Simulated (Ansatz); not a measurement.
The cation of `NB(O)O` at the neutral geometry.

```yaml
crystal:
  periodic: [false, false, false]
  atoms:
    - {symbol: N, position_ang: [-0.648555, 0.946973, 0.045105]}
    - {symbol: B, position_ang: [0.242658, -0.143432, -0.047959]}
    - {symbol: O, position_ang: [1.544764, 0.109468, -0.395023]}
    - {symbol: O, position_ang: [-0.115953, -1.452990, 0.190292]}
    - {symbol: H, position_ang: [-1.617692, 0.874287, 0.288798]}
    - {symbol: H, position_ang: [-0.338341, 1.883743, -0.137729]}
    - {symbol: H, position_ang: [2.059716, -0.698890, -0.428598]}
    - {symbol: H, position_ang: [-1.034597, -1.576458, 0.429414]}
basis:
  gaussian: {orbitals: def2-TZVPP}
total_charge: 1
magnetization: {spin_polarized: true, initial_magnetization: 1}
hamiltonian: {xc: {name: wB97X-V}}
```

```sh
$ ansatz run in.yaml --threads 2 --pin off --events-out ev --progress --plain --max-ram 32768MiB --backend cpu
```

It prints (some lines left out):

```
Functional definition: wB97X-V
  name "wB97X-V"
  cite "Mardirossian & Head-Gordon, Phys. Chem. Chem. Phys. 16, 9904 (2014) doi:10.1039/C3CP54374A"
  cite "Becke, J. Chem. Phys. 107, 8554 (1997) doi:10.1063/1.475007"
  cite "Vydrov & Van Voorhis, J. Chem. Phys. 133, 244103 (2010) doi:10.1063/1.3521275"
  parameter omega = 0.3/bohr
  parameter cx = 0.167
  parameter cx1 = 0.603
  parameter cx2 = 1.194
  parameter css0 = 0.556
  parameter css1 = -0.257
  parameter cos0 = 1.219
  parameter cos1 = -1.850
  parameter b = 6.0
  parameter c = 0.01
  exchange = spin_sum(e_x_unif_sr(omega)*poly(b97_u_x, 1 - cx, cx1, cx2)) + cx*exact_x_sr(omega) + exact_x_lr(omega)
  correlation = spin_sum(e_c_pw_same_spin*poly(b97_u_same, css0, css1))
      + integral(e_c_pw_opposite_spin*poly(b97_u_opposite, cos0, cos1)) + vv10(b, c)
862 factors; their error is unknown
214 factors; integrals over basis functions are off by at most 1.0e-5 eV
mean field evaluation 1: about -6308.0508 eV, gradient 6.2e1 eV
mean field evaluation 2: about -6307.3002 eV, gradient 6.4e1 eV
mean field evaluation 4: about -6320.1093 eV, gradient 2.1e0 eV
mean field evaluation 8: about -6320.1352 eV, gradient 2.3e-1 eV
mean field evaluation 16: about -6320.1354 eV, gradient 3.6e-3 eV
mean field -6320.13538949 eV, -232.2606916221 hartree, gradient 2.4e-5 eV, S^2 0.757130; 2 other end points of the search recorded, 0 dependent functions left out
reference -6320.13538791 eV, -232.2606915642 hartree; 16, 15 occupied and 164, 165 virtual orbitals, 862 factors
Total energy: -6320.13538791 eV, -232.2606915642 hartree
```

It took 19 s on 2 threads of a server CPU on a shared host, with 0.53 GiB of host memory at the peak.
